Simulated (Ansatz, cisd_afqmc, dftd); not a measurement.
Species: HSeO, charge 0, doublet. HSeO (SMILES [O][SeH], doublet).
B3LYP-D3(BJ)/def2-TZVP minimum from Ansatz (a first-principles code):
```
Se
O 1 1.6700
H 1 1.5040 2 101.39
```
Charge 0, spin multiplicity 2.

Property: atomisation energy (electronic, to ground-state atoms), in kcal/mol. UHF or UKS for unpaired electrons; spin-orbit terms are left out. Cores are frozen in correlated methods (noble-gas shells, and filled d and f shells in the p block). No relativity. AFQMC is phaseless with a CISD trial state; ± is one standard error, without the phaseless bias. Outlying blocks are dropped, and bars are widened where a walk drifts. Over all cases where full CI ran beside it in this data, AFQMC minus full CI had a median of +0.1 mEh and passed +0.4 mEh in a tenth of the cases. CBS(X,Y): correlation extrapolated as X^-3, Hartree-Fock from the larger set (Q,5: extrapolated as (X+1)exp(-9√X)). A bracket is a step between two methods taken in the basis named. Where a partner has so few electrons that a lower coupled-cluster level is exact, that level stands in. The UHF reference of HOSe ([O][SeH], doublet) is spin-contaminated (<S^2> up to 0.03 over the pure value in the sets run).

```tsv
level	program	atomisation energy (kcal/mol)	difference against the last row
HF/cc-pVDZ	Ansatz	64.1	-100.8
HF/cc-pV5Z	Ansatz	75.5	-89.4
HF/CBS(cc-pVQZ,cc-pV5Z)	Ansatz	75.5	-89.4
r2SCAN-D4/def2-TZVPD	Ansatz + dftd4	169.6	4.7
PBE0-D3(BJ)/def2-TZVPD	Ansatz + dftd3	163.5	-1.4
PBE0/def2-TZVPD	Ansatz	162.9	-2.0
CCSD(T)/cc-pVDZ	Ansatz	132.6	-32.3
CCSDT(Q)/cc-pVTZ	Ansatz	154.2	-10.7
CCSDTQ/cc-pVDZ	Ansatz	133.7	-31.2
AFQMC/CISD/cc-pVDZ	cisd_afqmc	133.7 ± 0.3	-31.2
AFQMC/CISD/cc-pVTZ	cisd_afqmc	153.7 ± 0.3	-11.2
CCSD(T)/CBS(cc-pVQZ,cc-pV5Z) + [AFQMC/CISD - CCSD(T)]/cc-pVTZ	Ansatz + cisd_afqmc	164.4 ± 0.3	-0.5
CCSD(T)/CBS(cc-pVQZ,cc-pV5Z) + [CCSDT(Q) - CCSD(T)]/cc-pVTZ + [CCSDTQ - CCSDT(Q)]/cc-pVDZ	Ansatz	164.9	0.0
```
